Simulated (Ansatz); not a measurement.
`CN[SiH](N)F` + HBr → `N[SiH](F)Br` + CH₃NH₂ at 700 K and 1 bar (ligand exchange at the Si–N bond).

Gas-phase electronic energies from Ansatz, PBE0-D4/def2-TZVP geometries. CCSD(T)/CBS adds triple-zeta CCSD(T) − MP2 to the extrapolated MP2 energy (def2 sets, frozen cores). For Br outer-core shells are correlated without core-valence functions, which leaves a few kJ/mol of doubt a bond. Scalar relativity is left out up to krypton. Each species was taken in one conformer, which may not be the lowest.

```
      species  CCSD(T)/CBS energy (Eh)  H − E (kJ/mol)  S (J/(mol·K))
`CN[SiH](N)F`               -540.67593           329.3          475.0
          HBr              -2573.91920            36.5          223.7
`N[SiH](F)Br`              -3018.85213           163.6          418.3
       CH₃NH₂                -95.75281           207.6          296.6
```

H − E and S are ideal-gas, rigid-rotor, harmonic terms from PBE0-D4/def2-TZVP, for one conformer and one mirror image of each species. 1 Eh = 2625.50 kJ/mol, R = 8.31446 J/(mol·K).

By hand: ΔE, ΔH, ΔS and ΔG.

ΔE = (-3018.85213) + (-95.75281) − (-540.67593) − (-2573.91920) = -0.00981 Eh = -25.8 kJ/mol. Δ(H − E) = 163.6 + 207.6 − 329.3 − 36.5 = 5.4, so ΔH = -20.4 kJ/mol. ΔS = 418.3 + 296.6 − 475.0 − 223.7 = 16.2 J/(mol·K). ΔG = -20.4 − 700 × (16.2)/1000 = -31.7 kJ/mol.

By hand: the equilibrium constant, and the temperature at which ΔG would vanish if ΔH and ΔS stayed fixed.

log₁₀ K = −ΔG/(RT ln 10) = 2.4. ΔH and −TΔS have one sign here, so there is no such temperature.

TΔS isn't small against ΔH here. A doubt of 5 kJ/mol in ΔE shifts log₁₀ K by 0.4 here. Other conformers and mirror images would add mixing entropy, several J/(mol·K) or more a flexible species. These are equilibria of isolated gas molecules and say nothing of rates. Largest T1 diagnostic: 0.010 (customary marks: 0.02 for closed shells, 0.045 for open ones).
